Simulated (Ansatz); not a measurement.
Relaxation of H12Si5 (17 atoms, charge 0, multiplicity 1), to a largest force component of 0.02 eV/Å in at most 40 steps.

All numbers below come from Ansatz, RKS B3LYP-D4/STO-3G.

```xyz
17
Properties=species:S:1:pos:R:3
Si 0.000 0.000 0.000
Si 0.000 0.000 2.220
H -1.315 -0.407 2.707
H 1.010 -0.935 2.707
H 0.305 1.342 2.707
Si 2.094 0.000 -0.739
H 2.551 -1.376 -0.908
H 2.157 0.694 -2.022
H 2.951 0.682 0.226
Si -1.046 1.812 -0.739
H -2.430 1.478 -1.061
H -1.022 2.844 0.293
H -0.374 2.307 -1.937
Si -1.046 -1.812 -0.739
H -1.703 -2.485 0.377
H -2.045 -1.427 -1.731
H -0.078 -2.717 -1.351
```

Question: Where does it end, and by what steps?

Answer: The run converged. The force dipped under the threshold on the way, but the program's further checks kept it going. Limits of this set-up: minimal basis. After 19 steps the energy has fallen by 0.233 eV; H16 moved furthest, 1.16 Å.

```tsv
step	energy less start (eV)	largest force component (eV/Å)	accepted
0	0.0000	0.538	yes
1	-0.0920	0.565	yes
2	-0.1607	0.138	yes
3	-0.1762	0.017	yes
4	-0.1814	0.300	yes
5	-0.1908	0.101	yes
6	-0.2015	0.011	yes
7	-0.2058	0.238	yes
8	-0.2134	0.145	yes
9	-0.2206	0.010	yes
10	-0.2199	0.312	no
11	-0.2241	0.069	yes
12	-0.2263	0.124	yes
13	-0.2278	0.140	yes
14	-0.2295	0.157	yes
15	-0.2313	0.089	yes
16	-0.2324	0.056	yes
17	-0.2328	0.074	yes
18	-0.2333	0.046	yes
19	-0.2335	0.001	yes
```

```xyz
17
Properties=species:S:1:pos:R:3
Si 0.001 0.000 0.001
Si 0.027 -0.162 2.251
H -1.313 -0.232 2.788
H 0.733 -1.346 2.684
H 0.679 0.979 2.852
Si 2.117 0.136 -0.769
H 2.890 -1.024 -0.387
H 2.146 0.225 -2.211
H 2.792 1.301 -0.246
Si -1.140 1.849 -0.607
H -2.512 1.792 -0.156
H -0.545 3.041 -0.046
H -1.159 2.006 -2.043
Si -1.001 -1.823 -0.873
H -2.346 -1.977 -0.365
H -1.087 -1.736 -2.313
H -0.272 -3.028 -0.551
```

Whether the end is a true minimum wasn't checked by a vibrational analysis.

Run time: 93 s on 1 thread of Arm Neoverse V1, with other jobs on the host, peak memory 0.16 GiB.
